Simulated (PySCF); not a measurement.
**TDDFT excited states: CH3AlCl2O**

Compound: AlCl2(OMe), CH3AlCl2O.
Cartesian coordinates in Å at the PBE0-D3(BJ)/def2-SVP level; atoms count from 1:
```xyz
8
CH3AlCl2O angstrom
Al     0.731    1.245    0.677
Cl     2.724    1.206    1.283
Cl    -0.359    2.990    1.003
O      0.032   -0.067   -0.035
C     -0.609   -1.134   -0.627
H     -1.417   -0.793   -1.298
H     -1.060   -1.794    0.134
H      0.096   -1.740   -1.221
```

Method used: TDDFT wB97X-D/def2-SVPD, vertical, gas phase, core orbitals frozen in the response (PySCF 2.14.0, density-fitted response routines).

```csv
state,E (eV),λ (nm),ν̃ (cm⁻¹),f,|μ| (D),"main configurations (H = HOMO, L = LUMO)"
S1,6.57,188.6,53010,0.0033,0.36,H→L (90%)
S2,6.80,182.2,54890,0.0003,0.10,H-1→L (90%)
S3,7.12,174.3,57390,0.0002,0.09,H→L+1 (97%)
S4,7.35,168.8,59240,0.053,1.38,H-2→L (88%)
S5,7.37,168.2,59440,0.0003,0.10,H-3→L (90%)
S6,7.68,161.5,61920,0.0005,0.13,"H-4→L (53%), H-1→L+1 (38%)"
S7,7.85,158.0,63290,0.206,2.63,"H-1→L+1 (56%), H-4→L (36%)"
S8,7.86,157.6,63430,0.0003,0.10,H-2→L+1 (97%)
S9,8.01,154.7,64620,0.131,2.08,H-5→L (87%)
S10,8.28,149.8,66740,0.0017,0.23,H-4→L+1 (96%)
S11,8.28,149.7,66820,0.024,0.88,H-3→L+1 (79%)
S12,8.42,147.3,67880,0.075,1.53,H→L+2 (78%)
S13,8.61,144.0,69460,0.051,1.25,H-1→L+2 (87%)
S14,8.82,140.6,71140,0.0013,0.20,H-5→L+1 (91%)
S15,9.08,136.6,73230,0.197,2.39,H-6→L (70%)
```

Triplets, Tamm–Dancoff:

| state | E (eV) | λ (nm) | main configurations (H = HOMO, L = LUMO) |
| --- | --- | --- | --- |
| T1 | 6.34 | 195.6 | H→L (87%) |
| T2 | 6.61 | 187.6 | H-1→L (86%) |
| T3 | 7.01 | 176.9 | H→L+1 (95%) |
| T4 | 7.04 | 176.2 | H-2→L (84%) |

The lowest singlet comes at 189 nm (634 kJ/mol) in the vacuum ultraviolet; it is very weak; its leading configuration is HOMO→LUMO (90%). The most intense listed level is S7 at 7.85 eV (158 nm, f = 0.206), 1.27 eV above S1. S10/S11 lie within about 0.01 eV of each other. Löwdin shares by element: HOMO oxygen 49%, chlorine 22%, carbon 14%; LUMO aluminium 62%, chlorine 26%, oxygen 8%. Orbital energies (eV): HOMO-3 -11.44, HOMO-2 -11.29, HOMO-1 -10.74, HOMO -10.48, LUMO 0.49, LUMO+1 1.38, LUMO+2 2.06. Of the 15 states listed, 7 reach f = 0.01 and 4 stay under 0.0005. The listed states span 2.51 eV. No computed singlet lies in the visible range (380 to 750 nm); the lowest, at 189 nm, stands 3.31 eV above its violet end (3.26 eV). The window holds the lowest 15 singlets.
